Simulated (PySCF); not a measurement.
Stepwise substitution at one centre (Ga NH2-SiH3). Isolated molecules, 0 K electronic values unless said otherwise. One relaxed conformer stands for each flexible species; it need not be the lowest. Strings in code marks are SMILES.

Level of theory: PBE-D3(BJ)/def2-TZVP // r2SCAN-D4/def2-TZVP (PySCF). Excitations are Tamm–Dancoff values on a coarser integration grid. The basis has no diffuse functions, so Rydberg states are missing or too high.

```
species                                                   S1 oscillator strength  HOMO (eV)  LUMO (eV)  S1 excitation (TDA) (eV)
--------------------------------------------------------  ----------------------  ---------  ---------  ------------------------
0 of 3 NH2 replaced by SiH3 (`[NH2][Ga]([NH2])[NH2]`)                      0.007        [?]      -0.69                      4.81
1 of 3 NH2 replaced by SiH3 (`[NH2][Ga]([SiH3])[NH2]`)                     0.062        [?]      -1.17                      4.84
2 of 3 NH2 replaced by SiH3                                                0.000      -6.15        [?]                      4.22
3 of 3 NH2 replaced by SiH3 (`[SiH3][Ga]([SiH3])[SiH3]`)                   0.000      -6.30        [?]                      3.15
```

**Question.** Complete the blanks.

**Answer.** 
- 0 of 3 NH2 replaced by SiH3 (`[NH2][Ga]([NH2])[NH2]`), HOMO (eV): -5.35
- 1 of 3 NH2 replaced by SiH3 (`[NH2][Ga]([SiH3])[NH2]`), HOMO (eV): -5.34
- 2 of 3 NH2 replaced by SiH3, LUMO (eV): -2.20
- 3 of 3 NH2 replaced by SiH3 (`[SiH3][Ga]([SiH3])[SiH3]`), LUMO (eV): -3.37
